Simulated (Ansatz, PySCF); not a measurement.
B(F)(OH)(NMe2) (C₂H₇BFNO), SMILES N(C)(B(F)O)C. Atoms are numbered in the order given.

```xyz
13

B     -0.1620    -0.0328    -0.7824
F      0.1615    -1.1495    -1.4478
O     -0.7418     0.9509    -1.5220
H     -0.9626     1.7401    -1.0236
N      0.1193     0.0306     0.6034
C      0.7402    -1.0700     1.2977
C     -0.1738     1.1626     1.4367
H      1.7029    -0.7698     1.7518
H      0.0953    -1.4491     2.1122
H      0.9318    -1.8935     0.5998
H     -0.8641     0.8981     2.2595
H      0.7407     1.5807     1.8976
H     -0.6482     1.9749     0.8669
```

Geometry: PBE0-D3(BJ)/def2-SVP. The structure was generated by enumeration, and PubChem lists no compound with its InChIKey, so it may never have been made. The values are those of a single conformer.

Two levels are set side by side: PBE-D3(BJ)/def2-SVP (Ansatz, a program for electronic structure) and PBE0-D3(BJ)/def2-SVP (Ansatz). Each level has its own optimised geometry; the coordinates shown are those of the second. Frequencies come from the Hessian of PySCF at each geometry. Differences are taken from unrounded values.

```tsv
quantity	PBE0-D3(BJ)
mean bond length (Å)	1.214
bond B1–F2 (Å)	1.340
bond B1–O3 (Å)	1.360
bond B1–N5 (Å)	1.415
bond N5–C6 (Å)	1.442
bond N5–C7 (Å)	1.436
bond O3–H4 (Å)	0.959
bond C6–H8 (Å)	1.106
bond C6–H9 (Å)	1.106
bond C6–H10 (Å)	1.096
bond C7–H11 (Å)	1.106
bond C7–H12 (Å)	1.106
bond C7–H13 (Å)	1.100
highest harmonic wavenumber (cm⁻¹)	3959
mean harmonic wavenumber (cm⁻¹)	1400
zero-point energy (kcal/mol)	66.05
```

Task: What does PBE-D3(BJ) give, and how far is it from PBE0-D3(BJ)? (The exact figures need the calculation; the answer reports its results.)

Result: 
| quantity | PBE-D3(BJ) | PBE-D3(BJ) minus PBE0-D3(BJ) |
|---|---|---|
| mean bond length (Å) | 1.224 | 0.010 |
| bond B1–F2 (Å) | 1.352 | 0.012 |
| bond B1–O3 (Å) | 1.373 | 0.012 |
| bond B1–N5 (Å) | 1.426 | 0.010 |
| bond N5–C6 (Å) | 1.451 | 0.009 |
| bond N5–C7 (Å) | 1.445 | 0.009 |
| bond O3–H4 (Å) | 0.971 | 0.012 |
| bond C6–H8 (Å) | 1.115 | 0.009 |
| bond C6–H9 (Å) | 1.115 | 0.009 |
| bond C6–H10 (Å) | 1.104 | 0.008 |
| bond C7–H11 (Å) | 1.115 | 0.009 |
| bond C7–H12 (Å) | 1.115 | 0.009 |
| bond C7–H13 (Å) | 1.109 | 0.009 |
| highest harmonic wavenumber (cm⁻¹) | 3778 | -180 |
| mean harmonic wavenumber (cm⁻¹) | 1352 | -48 |
| zero-point energy (kcal/mol) | 63.77 | -2.28 |

GGA bonds tend to be longer and softer than those of functionals with exact exchange. Differences between two approximate levels are no errors against the true value.
